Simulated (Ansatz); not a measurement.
`CO[CH2][GeH3]` + H–F → `COCF` + GeH₄ at 700 K and 1 bar (substitution at a C–Ge bond).

Computed with Ansatz on PBE0-D4/def2-TZVP structures; ΔE is electronic, products minus reactants. CCSD(T)/CBS is the MP2 limit (def2-TZVPP, def2-QZVPP) plus CCSD(T) − MP2 in def2-TZVPP, frozen cores. This one scheme is used for every species. For Ge outer-core shells are correlated without core-valence functions, which leaves a few kJ/mol of doubt a bond. Scalar relativity is left out up to krypton. Each species was taken in one conformer, which may not be the lowest.

| species | CCSD(T)/CBS energy (Eh) | H − E (kJ/mol) | S (J/(mol·K)) |
| --- | --- | --- | --- |
| `CO[CH2][GeH3]` | -2232.16597 | 321.8 | 457.7 |
| H–F | -100.39570 | 45.2 | 198.5 |
| `COCF` | -254.05716 | 247.4 | 371.6 |
| GeH₄ | -2078.49493 | 112.9 | 267.3 |

H − E and S are ideal-gas, rigid-rotor, harmonic terms from PBE0-D4/def2-TZVP, for one conformer and one mirror image of each species. 1 Eh = 2625.50 kJ/mol, R = 8.31446 J/(mol·K).

Task: By hand: ΔE, ΔH, ΔS and ΔG.

Result: ΔE = (-254.05716) + (-2078.49493) − (-2232.16597) − (-100.39570) = 0.00958 Eh = 25.2 kJ/mol. Δ(H − E) = 247.4 + 112.9 − 321.8 − 45.2 = -6.7, so ΔH = 18.5 kJ/mol. ΔS = 371.6 + 267.3 − 457.7 − 198.5 = -17.3 J/(mol·K). ΔG = 18.5 − 700 × (-17.3)/1000 = 30.6 kJ/mol.

Task: By hand: the equilibrium constant, and the temperature at which ΔG would vanish if ΔH and ΔS stayed fixed.

Result: log₁₀ K = −ΔG/(RT ln 10) = -2.3. ΔH and −TΔS have one sign here, so there is no such temperature.

TΔS isn't small against ΔH here. A doubt of 5 kJ/mol in ΔE shifts log₁₀ K by 0.4 here. Other conformers and mirror images would add mixing entropy, several J/(mol·K) or more a flexible species. These are equilibria of isolated gas molecules and say nothing of rates. Largest T1 diagnostic: 0.012 (customary marks: 0.02 for closed shells, 0.045 for open ones).
